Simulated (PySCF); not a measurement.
**Phosphorus: a sound run and one with changed settings**

Sound run: P⁺ [Ne] 3s2 3p2, P²⁺ [Ne] 3s2 3p1. All numbers are calculated (PySCF 2.14, the spin-free X2C one-electron Hamiltonian (Gaussian nucleus), in cc-pVDZ-DK). The sound run starts from symmetry-adapted Hartree-Fock orbitals and uses a fine grid where one is needed.

Changed run: radial step 0.3 in ln r (0.13 in the sound run). This setting is unsound on purpose.

```csv
species,method,sound run (hartree),changed run (hartree),converged
P⁺,UHF,-341.15877,-341.15877,yes
P⁺,B3LYP,-341.71765,-341.71770,yes
P⁺,LDA,-340.40447,-340.40452,yes
P²⁺,UHF,-340.45437,-340.45437,yes
P²⁺,B3LYP,-340.99148,-340.99154,yes
P²⁺,LDA,-339.67578,-339.67582,yes
```

Ionisation energy of P⁺:

```tsv
method	sound run (eV)	changed run (eV)
UHF	19.168	19.168
B3LYP	19.760	19.760
LDA	19.829	19.829
```

A coarse radial grid mis-integrates the density and the exchange-correlation energy, with errors of either sign; Hartree-Fock needs no grid.

For comparison, NIST gives 19.769 eV between the lowest levels.
